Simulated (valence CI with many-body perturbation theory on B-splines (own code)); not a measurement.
**Pm³⁸⁺: magnetic and hyperfine properties of the levels**

Calculated by valence CI with perturbative core correlation (CI+MBPT): five valence electrons over a frozen Dirac-Fock core [Ar], a basis of 7 s, 7 p, 8 d, 6 f, 4 g, 1 h functions for each j, with the one-electron correlation potential Σ1, the two-electron term Σ2, the three-electron term Σ3, Breit, model QED; selected CI, second order for the rest, scaled by the run's own slope (own B-spline code, finite nucleus).

The last digits are not significant, and no measured levels were compared; by estimate large intervals hold to a few tenths of a per cent, small ones and those within an open d or f shell to about a per cent. Only levels of the ground parity were solved; by the run's estimate the other parity begins above the list, which can be wrong where configurations are misplaced.

A/g_I is the dipole constant over the nuclear g factor μ/I (μ in nuclear magnetons, uniformly magnetised nucleus), B/Q the quadrupole constant per barn. Both hold the static response of the core; the bare values leave it out. Large factors of s and p1/2 electrons are usually good to 5 to 10 %; those of open d and f shells near neutrality can be off by tens of per cent, and small factors of p3/2, d and f electrons come from cancelling terms and can be off by a factor of two or in sign, in half-filled shells by more. B is blank for J = 1/2, where it vanishes, and for nearly pure S terms. Energies count from the lowest level.

Levels are named by their leading jj configuration (3d3/2^4 stands for four electrons in 3d with j = 3/2), which in mixed levels can hold well under half, so a name can repeat and another be missing. Letters in brackets count levels of one name in rising energy.

| Level | E (cm⁻¹) | g | A/g_I (MHz) | A/g_I bare | B/Q (MHz/b) | B/Q bare |
| --- | --- | --- | --- | --- | --- | --- |
| (3d3/2^4 3d5/2) J=5/2 | 0 | 1.466 | 13600 | 14400 | 23600 | 23900 |
| (3d3/2^3 3d5/2^2) J=5/2 [a] | 155000 | 1.294 | 12000 | 12600 | 16800 | 17000 |
| (3d3/2^3 3d5/2^2) J=7/2 [a] | 231950 | 1.148 | 21700 | 22000 | 33400 | 33900 |
| (3d3/2^3 3d5/2^2) J=3/2 [a] | 239600 | 1.229 | 25400 | 25800 | 28200 | 28700 |
| (3d3/2^3 3d5/2^2) J=11/2 | 242420 | 1.128 | 26800 | 27000 | 152 | 107 |
| (3d3/2^3 3d5/2^2) J=9/2 | 269480 | 1.145 | 24100 | 24400 | 33200 | 33700 |
| (3d3/2^3 3d5/2^2) J=5/2 [b] | 283640 | 1.146 | 24300 | 24600 | 3710 | 3780 |
| (3d3/2^3 3d5/2^2) J=1/2 | 294870 | 1.861 | -12800 | -11300 |  |  |
| (3d3/2^3 3d5/2^2) J=7/2 [b] | 321130 | 1.104 | 28500 | 28800 | -31800 | -32300 |
| (3d3/2^2 3d5/2^3) J=5/2 [a] | 384280 | 1.235 | 12700 | 13100 | 1710 | 1740 |
| (3d3/2^3 3d5/2^2) J=3/2 [b] | 395070 | 0.795 | 46000 | 45700 | -30200 | -30700 |
| (3d3/2^2 3d5/2^3) J=7/2 [a] | 426790 | 1.211 | 18600 | 19100 | -5070 | -5150 |
| (3d3/2^2 3d5/2^3) J=11/2 | 433280 | 1.074 | 26900 | 27100 | 1250 | 1280 |
| (3d3/2^2 3d5/2^3) J=9/2 [a] | 447070 | 1.143 | 23200 | 23500 | -5630 | -5720 |
| (3d3/2^2 3d5/2^3) J=1/2 [a] | 463280 | 0.561 | 65700 | 65000 |  |  |
| (3d3/2^2 3d5/2^3) J=13/2 | 465930 | 1.070 | 28600 | 28700 | -53.4 | -48.4 |
| (3d3/2^2 3d5/2^3) J=3/2 [a] | 472830 | 1.186 | 22600 | 22900 | 2430 | 2460 |
| (3d3/2^2 3d5/2^3) J=5/2 [b] | 485700 | 1.018 | 30600 | 30700 | -6200 | -6280 |
| (3d3/2^2 3d5/2^3) J=9/2 [b] | 518990 | 1.101 | 26200 | 26400 | 1750 | 1780 |
| (3d3/2^2 3d5/2^3) J=7/2 [b] | 534340 | 0.985 | 34700 | 34700 | -1220 | -1250 |
| (3d3/2^2 3d5/2^3) J=5/2 [c] | 543940 | 1.038 | 29700 | 29800 | 7160 | 7260 |
| (3d3/2^2 3d5/2^3) J=3/2 [b] | 560350 | 0.814 | 43400 | 43200 | 3400 | 3470 |
| (3d3/2^2 3d5/2^3) J=7/2 [c] | 583470 | 1.046 | 31300 | 31500 | 3960 | 4020 |
| (3d3/2^2 3d5/2^3) J=1/2 [b] | 586510 | 1.826 | -12300 | -10900 |  |  |
| (3d3/2^2 3d5/2^3) J=9/2 [c] | 634240 | 1.105 | 25900 | 26200 | 22000 | 22400 |
| (3d3/2 3d5/2^4) J=5/2 [a] | 644730 | 1.229 | 13900 | 14400 | -18900 | -19200 |
| (3d3/2 3d5/2^4) J=7/2 [a] | 698860 | 1.188 | 20300 | 20700 | -44700 | -45400 |
| (3d3/2 3d5/2^4) J=11/2 | 711550 | 1.064 | 27900 | 28000 | -1510 | -1480 |
| (3d3/2 3d5/2^4) J=3/2 [a] | 721230 | 0.929 | 28900 | 28800 | -29000 | -29500 |
| (3d3/2^2 3d5/2^3) J=5/2 [d] | 734320 | 1.130 | 22100 | 22400 | 21000 | 21300 |
| (3d3/2^2 3d5/2^3) J=3/2 [c] | 742210 | 1.180 | 23900 | 24300 | -20100 | -20400 |
| (3d3/2 3d5/2^4) J=9/2 | 765050 | 1.109 | 24800 | 25100 | -51300 | -52100 |
| (3d3/2 3d5/2^4) J=5/2 [b] | 793450 | 1.113 | 24000 | 24300 | 639 | 660 |
| (3d3/2 3d5/2^4) J=7/2 [b] | 810500 | 0.982 | 31800 | 31800 | 45400 | 46100 |
| (3d3/2 3d5/2^4) J=1/2 | 875370 | 1.061 | -2220 | -2000 |  |  |
| (3d3/2 3d5/2^4) J=3/2 [b] | 962450 | 0.883 | 44700 | 44600 | 45300 | 46000 |
| (3d5/2^5) J=5/2 | 984960 | 1.151 | 20000 | 20300 | -49500 | -50200 |

**Question.** Take the isotope of mass number 147, with I = 7/2, μ = 2.58 μN and Q = 0.74 b. What is the hyperfine structure of (3d3/2^3 3d5/2^2) J=1/2?

**Answer.** From the table A = -9440 MHz. Shifts from the centre of gravity in MHz: F = 3: 21200, F = 4: -16500.
